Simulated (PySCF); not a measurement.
Geometries of 2 isomers of C3H5GeN, from PBE0-D3(BJ)/def2-SVP geometry optimisation, gas phase in PySCF 2.14.0. One conformer each, no zero-point energy, no frequencies.

Task: Which isomer lies lower at this level?
A.
```xyz
10
angstrom
C     -1.707   -0.325   -0.094
C     -0.596   -0.220    0.640
Ge     0.979    0.689   -0.004
C      2.396   -0.611   -0.193
N      3.243   -1.396   -0.294
H     -1.784    0.100   -1.101
H     -2.597   -0.844    0.280
H     -0.563   -0.663    1.642
H      0.733    1.289   -1.394
H      1.517    1.733    0.983
```
B.
```xyz
10
angstrom
C      2.239   -0.586    0.727
C      1.425    0.106    0.144
Ge     0.037    1.091   -0.721
N     -1.605    0.274   -0.428
C     -1.706   -0.783    0.254
H      2.973   -1.186    1.236
H      0.282    1.113   -2.234
H     -0.035    2.506   -0.139
H     -0.857   -1.318    0.733
H     -2.702   -1.239    0.407
```

Result: A. That is `C=[CH][GeH2][C]#N`, 31.9 kcal/mol below the other.

| SMILES | atoms numbered as above | E (Eh) | relative (kcal/mol) | relative (kJ/mol) | dipole (D) |
| --- | --- | --- | --- | --- | --- |
| C=[CH][GeH2][C]#N | [CH2:1]=[CH:2][GeH2:3][C:4]#[N:5] | -2248.17979 | 0.0 | 0.0 | 4.22 |
| C#[C][GeH2][N]=C | [CH:1]#[C:2][GeH2:3][N:4]=[CH2:5] | -2248.12903 | 31.9 | 133.3 | 1.64 |

As drawn, the lower has a C≡N group and a C=C bond outside aromatic rings, which the higher lacks; the higher has a C≡C bond and a C=N bond, which the lower lacks.
